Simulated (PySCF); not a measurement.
## ECD: `FC1(F)[C@H]2[C@H](Cl)C[C@H]21`, C5H5ClF2

Molfile (atoms numbered from 1):
```
C5H5ClF2
     RDKit          3D

 13 14  0  0  0  0  0  0  0  0999 V2000
   -2.4007    0.5928    1.0335 F   0  0  0  0  0  0  0  0  0  0  0  0
   -1.3697    0.0223    0.3856 C   0  0  0  0  0  0  0  0  0  0  0  0
   -1.8028   -1.1358   -0.1516 F   0  0  0  0  0  0  0  0  0  0  0  0
   -0.0079    0.1600    0.9753 C   0  0  1  0  0  0  0  0  0  0  0  0
    0.9427   -0.7296    0.1839 C   0  0  2  0  0  0  0  0  0  0  0  0
    2.6362   -0.5165    0.6605 Cl  0  0  0  0  0  0  0  0  0  0  0  0
    0.5684    0.0272   -1.1070 C   0  0  0  0  0  0  0  0  0  0  0  0
   -0.3914    0.9024   -0.3059 C   0  0  1  0  0  0  0  0  0  0  0  0
    0.1579    0.5189    1.9767 H   0  0  0  0  0  0  0  0  0  0  0  0
    0.7297   -1.7989    0.2091 H   0  0  0  0  0  0  0  0  0  0  0  0
    0.1098   -0.5789   -1.8869 H   0  0  0  0  0  0  0  0  0  0  0  0
    1.4034    0.5871   -1.5184 H   0  0  0  0  0  0  0  0  0  0  0  0
   -0.5798    1.9493   -0.4726 H   0  0  0  0  0  0  0  0  0  0  0  0
  1  2  1  0
  2  3  1  0
  2  4  1  0
  4  5  1  0
  5  6  1  0
  5  7  1  0
  7  8  1  0
  8  2  1  0
  8  4  1  0
  4  9  1  1
  5 10  1  6
  7 11  1  0
  7 12  1  0
  8 13  1  1
M  END
```

The calculation used PySCF, TDDFT LC-wPBE/aug-cc-pVDZ circular dichroism and optical rotation, one conformer, gas phase. Geometry: GFN2-xTB.

Q: What are the CIP labels of the stereocentres?

A: C4 S, C5 R, C8 R.

Q: Which excitations and rotatory strengths does the calculation give?

A: Rotatory strengths R in 10⁻⁴⁰ esu² cm², velocity form and length form (origin at the centre of mass); f in length form.
| state | E (eV) | λ (nm) | f | R (velocity) | R (length) | main |
| --- | --- | --- | --- | --- | --- | --- |
| 1 | 7.50 | 165 | 2e-05 | +0.3 | +0.2 | HOMO−1→LUMO+5 0.47 |
| 2 | 7.57 | 164 | 0.002 | +2.8 | +2.8 | HOMO−2→LUMO+5 0.27, HOMO→LUMO+5 0.27 |
| 3 | 8.20 | 151 | 0.007 | -12.4 | -12.2 | HOMO→LUMO 0.53, HOMO−2→LUMO+5 0.10 |
| 4 | 8.31 | 149 | 0.024 | +6.2 | +5.6 | HOMO−1→LUMO 0.37, HOMO−1→LUMO+1 0.15 |
| 5 | 8.44 | 147 | 0.019 | +18.3 | +17.7 | HOMO→LUMO+3 0.14, HOMO→LUMO 0.12 |
| 6 | 8.48 | 146 | 0.007 | -18.3 | -17.5 | HOMO→LUMO+1 0.37 |
| 7 | 8.58 | 144 | 0.038 | +53.4 | +53.0 | HOMO−2→LUMO 0.12, HOMO−2→LUMO+1 0.10 |
| 8 | 8.62 | 144 | 0.022 | -1.4 | -1.9 | HOMO−1→LUMO+1 0.23, HOMO→LUMO+2 0.09 |

Among the states computed, the strongest CD band (largest |R|) is state 7. The largest dissymmetry factor in size, g = 4R/(D+G), with D and G the electric and magnetic dipole strengths, is -0.032 for state 6 (velocity form, f = 0.007), among bands with |R| over 0.5. The mirror image has the same energies and oscillator strengths and all R with the opposite sign.
